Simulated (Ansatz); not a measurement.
System: CsF (charge +1, doublet). SMILES of the parent species: [F][Cs]
Coordinates optimised at B3LYP-D3(BJ)/def2-TZVP (Ansatz, a quantum-chemistry and plane-wave program):
```
F
Cs 1 3.7358
```
Charge +1, spin multiplicity 2.

Parts of the frozen-core correlation energy in def2-SVP (Ansatz, hartree). Frozen orbitals: 5; correlated occupied orbitals by spin: 4 and 3; virtual: 29 and 30. Open shells are spin-unrestricted. Spin-orbit coupling is left out. In def2 rows, elements after Kr have scalar-relativistic effective core potentials.

| term | value |
|---|---|
| reference (HF) | -119.01389 |
| MP2 opposite-spin | -0.10349 |
| MP2 same-spin | (withheld) |
| CCSD correlation | (withheld) |
| (T) | (withheld) |
| CCSDT minus CCSD(T) | -0.00011 |
| CCSDT(Q) minus CCSD(T) | -0.00021 |
| T1 diagnostic | 0.005 |
| largest doubles amplitude | 0.046 |
| <S^2> of the reference | 0.753 |

Some entries are withheld; supply them.


- MP2 same-spin, value: -0.03562
- CCSD correlation, value: -0.15049
- (T), value: -0.00098
